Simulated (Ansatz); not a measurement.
CH3CuO (`C[O][Cu]`). The species carries charge 0 and has multiplicity 1.

```xyz
6

C     0.298    0.331   -0.174
O    -0.605   -0.078    0.803
Cu   -1.396   -1.682    0.717
H    -0.140    0.398   -1.183
H     0.652    1.340    0.085
H     1.191   -0.309   -0.248
```

(1) List the harmonic frequencies (cm⁻¹, unscaled) at PBE0-D4/def2-TZVP in Ansatz. (Estimate.)

(2) Is this a minimum?

(3) Give the ideal-gas thermochemistry at 298.15 K and 1 bar (rigid rotor, harmonic oscillator; point group Cs, symmetry number 1).

(4) And at 400, 500, 600, 800 and 1000 K?

Results:

(1) The calculation gave: 143, 210, 545, 1121, 1166, 1179, 1466, 1474, 1495, 2948, 2989, 3006.

(2) Yes, all 12 modes are real.

(3) Zero-point energy 106.1 kJ/mol; H(298) − E = 119.9 kJ/mol; entropy 286.7 J/(mol·K), of which translation 165.6, rotation 97.9, vibration 23.2; G(298) − E = 34.4 kJ/mol.

(4) 
```json
{"T (K)": "400", "H − E (kJ/mol)": "126.2", "S (J/mol/K)": "304.8", "G − E (kJ/mol)": "4.3"}
{"T (K)": "500", "H − E (kJ/mol)": "133.2", "S (J/mol/K)": "320.4", "G − E (kJ/mol)": "-27.0"}
{"T (K)": "600", "H − E (kJ/mol)": "141.0", "S (J/mol/K)": "334.6", "G − E (kJ/mol)": "-59.8"}
{"T (K)": "800", "H − E (kJ/mol)": "158.4", "S (J/mol/K)": "359.6", "G − E (kJ/mol)": "-129.3"}
{"T (K)": "1000", "H − E (kJ/mol)": "177.8", "S (J/mol/K)": "381.2", "G − E (kJ/mol)": "-203.4"}
```
